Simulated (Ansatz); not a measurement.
Computed with Ansatz on PBE0-D4/def2-TZVP structures; ΔE is electronic, products minus reactants. CBS: MP2 limit from def2 TZ/QZ plus the TZ coupled-cluster correction, frozen cores. DFT in def2-TZVPP. B3LYP here is the variant with VWN-RPA as its local correlation; programs differ in this. One conformer a species, not always the lowest.

Reaction (redistribution): `OB1CCN1` + `O[SiH2]S[SiH3]` → `B1CCN1` + `O[SiH](O)S[SiH3]`

```json
{"species": "`OB1CCN1`", "B3LYP-D4 energy (Eh)": "-234.83177"}
{"species": "`O[SiH2]S[SiH3]`", "B3LYP-D4 energy (Eh)": "-1056.25116"}
{"species": "`B1CCN1`", "B3LYP-D4 energy (Eh)": "-159.50731"}
{"species": "`O[SiH](O)S[SiH3]`", "B3LYP-D4 energy (Eh)": "-1131.57310"}
```

Task: Work out ΔE.

Result: ΔE = (-159.50731) + (-1131.57310) − (-234.83177) − (-1056.25116) = 0.00252 Eh = +0.07 eV. CCSD(T)/CBS gives +0.02 eV.

Largest T1 diagnostic among the species: 0.013.
